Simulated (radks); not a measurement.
Excited configurations of Rb I: one electron is placed in a higher orbital outside [Kr]. The ground configuration is [Kr] 5s1. All-electron calculation, Dirac Kohn-Sham, PBEsol, spin-unpolarised, spherical densities, point nucleus; open shells fill j = l - 1/2 first. Program: a radial shooting solver on a logarithmic mesh with Libxc functionals. Excitation = E - E(ground); binding = E(ion) - E, where the ion is the core of charge +1; n* = 1/sqrt(2 binding) in atomic units, and the quantum defect is n - n*.

outer orbital	excitation (eV)	binding (eV)	n*	quantum defect	<r> (bohr)
5d3/2	2.820	1.249	3.300	1.700	14.44
6p1/2	2.695	1.374	3.147	2.853	14.93
7s1/2	3.022	1.047	3.605	3.395	20.85
7d3/2	3.520	0.549	4.977	2.023	38.04
7f5/2	3.733	0.335	6.368	0.632	62.83

The Delta-SCF ionisation energy is 4.069 eV (NIST Atomic Spectra Database: 4.177 eV, measured). Self-interaction in the functional shifts the binding energies and quantum defects, so they are the method's values and not measured ones. Spin polarisation and multiplet splitting are left out, so open shells lie too high by an amount that depends on their filling.

Beside tabulated values, note that spin-unpolarised runs miss the spin-polarisation part of the exchange energy of open shells.
